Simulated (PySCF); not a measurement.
**Working out the excitation energy of Si⁺**

Si⁺ [Ne] 3s2 3p1 (2P) → Si⁺ [Ne] 3s1 3p1 4s1 (4P). All numbers are calculated (PySCF 2.14, scalar relativity by spin-free X2C-1e, in aug-cc-pVDZ-DK). Frozen: [Ne]. Energies in hartree (1 hartree = 27.21139 eV):

```
             part  Si⁺ (lower)  Si⁺ (upper)
              UHF  -289.172159  -288.690964
MP2 opposite-spin    -0.032794     0.000000
    MP2 same-spin    -0.002260    -0.006461
```

Task: What does Hartree-Fock give?

Result: (-288.690964) − (-289.172159) = 0.481195 hartree = 13.094 eV.

Task: What do MP2 and SCS-MP2 (6/5 opposite-spin, 1/3 same-spin) give?

Result: The opposite-spin parts differ by 0.892 eV and the same-spin parts by -0.114 eV. MP2: 13.094 + (0.892) + (-0.114) = 13.872 eV. SCS-MP2: 13.094 + 1.2 × (0.892) + (-0.114)/3 = 14.126 eV.

Measured between the centres of the two terms (NIST): 14.490 eV, so MP2 (valence) is off by -0.618 eV.

A double-zeta basis recovers only part of the correlation energy.

What remains against the reference includes basis incompleteness, the frozen core and correlation beyond second order.
